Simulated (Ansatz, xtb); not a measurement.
## Relaxing a trial structure of BFHOSi

The starting geometry of this gas-phase doublet was built from a drawn formula by distance geometry and a force field; its bonds are those of `F[Si-]1[B][OH+]1`.

```yaml
atoms:
  - { symbol: B, position_ang: [-3.5143, 1.3164, -1.2873] }
  - { symbol: F, position_ang: [-3.2695, 1.0944, 1.6606] }
  - { symbol: O, position_ang: [-2.1212, 1.3229, -0.8809] }
  - { symbol: Si, position_ang: [-2.8240, 0.3016, 0.2842] }
  - { symbol: H, position_ang: [-1.6672, 0.7371, -1.4801] }
```

Predict what it relaxes into with r2SCAN-D4/def2-SVP.

A bond breaks, giving a structure given below by its coordinates. Contacts that open: O3–Si4 (1.70 → 3.25 Å).

The energy falls by 2.78 eV over 21 steps:

| step | E − E(last) (eV) |
| --- | --- |
| 1 | 2.775 |
| 3 | 1.703 |
| 5 | 1.415 |
| 8 | 0.834 |
| 10 | 0.435 |
| 12 | 0.095 |
| 14 | 0.033 |
| 17 | 0.005 |
| 19 | 0.001 |
| 21 | 0.000 |

Final geometry (Å):

| atom | x (Å) | y (Å) | z (Å) |
| --- | --- | --- | --- |
| B | -2.4478 | 0.8370 | -0.5597 |
| F | -3.4904 | 1.0501 | 2.0781 |
| O | -1.6996 | 0.8772 | -1.6351 |
| Si | -3.9586 | 0.3706 | 0.6427 |
| H | -1.8000 | 1.6376 | -2.2297 |

From the same start GFN2-xTB reaches the same bonding as this run.

The end wasn't checked by frequencies. Open shells are spin-unrestricted. Run with Ansatz 0.2.0, 2.2 min on 1 thread of Intel(R) Xeon(R) Platinum 8375C CPU @ 2.90GHz (Ice Lake), with other jobs on the host.
